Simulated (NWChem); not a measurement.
System meant: C₃H₁₀F₂O₃Si₂; SMILES CO[Si](OC)(OC)[SiH](F)F

Input file for NWChem:

```
start job
memory heap 200 mb stack 900 mb global 1100 mb
geometry units angstroms noautosym nocenter noautoz
  Si     0.044569    -1.738842     0.586896
  F      1.384781    -2.405229    -0.093543
  F     -1.244804    -2.433752    -0.159256
  Si    -0.052856     0.554407     0.106284
  O     -1.621793     1.108899     0.127775
  C     -2.593803     0.746888    -0.845232
  O      0.538374     0.878708    -1.423096
  C      1.825580     0.497688    -1.889975
  O      0.781271     1.298363     1.336019
  C      0.839371     2.706734     1.529075
  H      0.014723    -2.173553     2.021510
  H     -2.331234     1.144951    -1.849414
  H     -2.702699    -0.357584    -0.925045
  H     -3.570172     1.173439    -0.538926
  H      1.835454     0.572690    -2.996287
  H      2.617241     1.169226    -1.489682
  H      2.081544    -0.547335    -1.608661
  H      1.431936     2.910416     2.443456
  H     -0.175741     3.140244     1.658848
  H      1.330019     3.218882     0.671740
end
basis spherical
  Si library def2-svp
  F library def2-svp
  O library def2-svp
  C library def2-svp
  H library def2-svp
end
dft
  xc m06-2x
  iterations 150
  semidirect filesize 400000000
end
property
  shielding
end
task dft property
```

End of the output:

```
------------------------------------------------------------
EAF file 0: "./job.aoints.0" size=635437056 bytes
------------------------------------------------------------
               write      read    awrite     aread      wait
               -----      ----    ------     -----      ----
     calls:     1212         7         0      8477      8477
   data(b): 6.35e+08  3.67e+06  0.00e+00  4.44e+09
   time(s): 0.00e+00  0.00e+00  0.00e+00  0.00e+00  0.00e+00
rate(mb/s): 0.00e+00  0.00e+00
------------------------------------------------------------

 center of mass
 --------------
 x =  -0.01021517 y =  -0.14838946 z =  -0.01874769

 moments of inertia (a.u.)
 ------------------
        2473.673118442563         -21.922868949615         -12.222088363142
         -21.922868949615        1710.606419668258        -109.041111928571
         -12.222088363142        -109.041111928571        2876.279096976895

     Multipole analysis of the density
     ---------------------------------

     L   x y z        total         alpha         beta         nuclear
     -   - - -        -----         -----         ----         -------
     0   0 0 0     -0.000000    -49.000000    -49.000000     98.000000

     1   1 0 0      0.188086      0.392100      0.392100     -0.596114
     1   0 1 0      0.773661      0.279043      0.279043      0.215574
     1   0 0 1     -0.028558      1.964585      1.964585     -3.957729

     2   2 0 0    -51.539789   -325.726782   -325.726782    599.913774
     2   1 1 0      1.648879     -9.372310     -9.372310     20.393498
     2   1 0 1     -0.193764     -3.206517     -3.206517      6.219269
     2   0 2 0    -55.132166   -507.029850   -507.029850    958.927533
     2   0 1 1     -0.139645    -31.408903    -31.408903     62.678161
     2   0 0 2    -52.338425   -217.680629   -217.680629    383.022832

          -----------------------------------------
          Chemical Shielding Tensors (GIAO, in ppm)
          -----------------------------------------

 ------------------------------------------------------------------------
  xm06: d2 not coded                    0
 ------------------------------------------------------------------------
 ------------------------------------------------------------------------
  current input line :
    40: task dft property
 ------------------------------------------------------------------------
 ------------------------------------------------------------------------
 This error has not yet been assigned to a category
 ------------------------------------------------------------------------
 For more information see the NWChem manual at https://nwchemgit.github.io

0: xm06: d2 not coded:Received an Error in Communication
```

Question: What is wrong, and how is it mended?

Answer: The run crashed. Cause: this functional's second derivatives, which shieldings need, aren't coded here; the fix takes a hybrid GGA instead. This input runs:
```
start job
memory heap 200 mb stack 900 mb global 1100 mb
geometry units angstroms noautosym nocenter noautoz
  Si     0.044569    -1.738842     0.586896
  F      1.384781    -2.405229    -0.093543
  F     -1.244804    -2.433752    -0.159256
  Si    -0.052856     0.554407     0.106284
  O     -1.621793     1.108899     0.127775
  C     -2.593803     0.746888    -0.845232
  O      0.538374     0.878708    -1.423096
  C      1.825580     0.497688    -1.889975
  O      0.781271     1.298363     1.336019
  C      0.839371     2.706734     1.529075
  H      0.014723    -2.173553     2.021510
  H     -2.331234     1.144951    -1.849414
  H     -2.702699    -0.357584    -0.925045
  H     -3.570172     1.173439    -0.538926
  H      1.835454     0.572690    -2.996287
  H      2.617241     1.169226    -1.489682
  H      2.081544    -0.547335    -1.608661
  H      1.431936     2.910416     2.443456
  H     -0.175741     3.140244     1.658848
  H      1.330019     3.218882     0.671740
end
basis spherical
  * library def2-svp
end
dft
  xc pbe0
  iterations 150
  semidirect filesize 400000000
end
property
  shielding
end
task dft property
```
It converges to -1123.47893 Ha (PBE0/def2-SVP, GIAO).
